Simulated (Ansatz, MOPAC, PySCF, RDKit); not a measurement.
Dimer: H2O (SMILES O) (first 3 atoms) with Si2H6 (SMILES [SiH3][SiH3]); geometry from B3LYP-D3(BJ)/def2-TZVP, rigid monomers moved along the line of their centres of mass till O1···Si5 is 2.85 Å.
(charge 0, multiplicity 1):
| atom | x (Å) | y (Å) | z (Å) |
|---|---|---|---|
| O | 0.5559 | 0.4866 | 1.3738 |
| H | 1.0048 | -0.3071 | 1.0631 |
| H | -0.2550 | 0.5437 | 0.8567 |
| Si | -0.7639 | -0.9700 | 3.4650 |
| Si | 0.3980 | 0.9421 | 4.1783 |
| H | -1.8305 | -0.6206 | 2.4933 |
| H | -1.4149 | -1.6642 | 4.6061 |
| H | 0.1492 | -1.9448 | 2.8171 |
| H | -0.1512 | 2.1600 | 3.5402 |
| H | 1.8417 | 0.8249 | 3.8720 |
| H | 0.2556 | 1.0954 | 5.6501 |

Interaction energies are E(AB) − E(A) − E(B) at the monomers' geometry in the complex; basis-set methods are counterpoise corrected. Rows marked so take none.

Rows in 6-311+G** carry no dispersion term and start afresh at each structure. The state reached by PM7 isn't checked; PM7 holds dispersion and hydrogen-bond terms.

Programs: Ansatz (a program for electronic structure); MOPAC for PM7 (differences of heats of formation); PySCF for 6-311+G** rows; RDKit for the force fields. 

Task: One of these levels gives 0.7 kJ/mol for the interaction energy. Which one is it?
(A) B3LYP/6-311+G** (no counterpoise)
(B) PM7
(C) HF/aug-cc-pV(D+d)Z
(D) MMFF94

Result: A, B3LYP/6-311+G** (no counterpoise). The others give 50.7 (MMFF94), 21.8 (PM7), 8.6 (HF/aug-cc-pV(D+d)Z)
